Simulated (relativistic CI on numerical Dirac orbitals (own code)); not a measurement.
# Sr²⁷⁺: sensitivity of the levels to the model

Base calculation: Dirac-Coulomb-Breit CI, separate exchange-only KLI orbitals for each configuration, a model potential for QED, unscaled Slater integrals.

Configuration list (outside the closed core [Ne]): 3s, 3p, 3d, 4s, 4p, 4d, 4f, 5s, 5p, 5d, 5f, 5g, 6s, 6p, 6d. Levels of other configurations are missing.

Variants: (1) valence Slater integrals scaled by 0.9; (2) Breit term removed; (3) QED terms removed. Shifts of the energy above 3s 2S_1/2, in eV, for the lowest level and the first level of each name with at least 55 % of one term (blank where a level changes its place among those of its configuration and J or its character, or is not in the variant):

```tsv
Level	Base	Δ(1)	Δ(2)	Δ(3)
3s 2S_1/2	0.00	0.00	0.00	0.00
3p 2P°_1/2	61.02	0.00	-0.35	+0.41
3p 2P°_3/2	77.71	0.00	-0.02	+0.38
3d 2D_3/2	158.53	0.00	+0.18	+0.41
3d 2D_5/2	161.78	0.00	+0.40	+0.40
4s 2S_1/2	639.09	0.00	+0.34	+0.23
4p 2P°_1/2	664.01	0.00	+0.20	+0.40
4p 2P°_3/2	670.70	0.00	+0.33	+0.39
4d 2D_3/2	700.94	0.00	+0.42	+0.40
4d 2D_5/2	702.38	0.00	+0.50	+0.39
4f 2F°_5/2	717.44	0.00	+0.55	+0.39
4f 2F°_7/2	718.02	0.00	+0.56	+0.39
5s 2S_1/2	919.40	0.00	+0.45	+0.31
5p 2P°_1/2	931.88	0.00	+0.38	+0.40
5p 2P°_3/2	935.21	0.00	+0.45	+0.39
5d 2D_3/2	949.93	0.00	+0.49	+0.40
5d 2D_5/2	950.68	0.00	+0.53	+0.39
5f 2F°_5/2	958.16	0.00	+0.55	+0.39
5f 2F°_7/2	958.46	0.00	+0.56	+0.39
5g 2G_7/2	959.33	0.00	+0.55	+0.39
5g 2G_9/2	959.50	0.00	+0.56	+0.39
6s 2S_1/2	1067.08	0.00	+0.50	+0.35
```

At this charge energies of transitions that change n are usually good to better than 1 %, and those within a shell (Δn = 0) to a few per cent.

Ionisation energy from the two ground configurations alone: base 1386.38 eV; Breit term removed 1386.93 eV; QED terms removed 1386.77 eV. The NIST ASD value (semi-empirical) is 1387.19 eV.
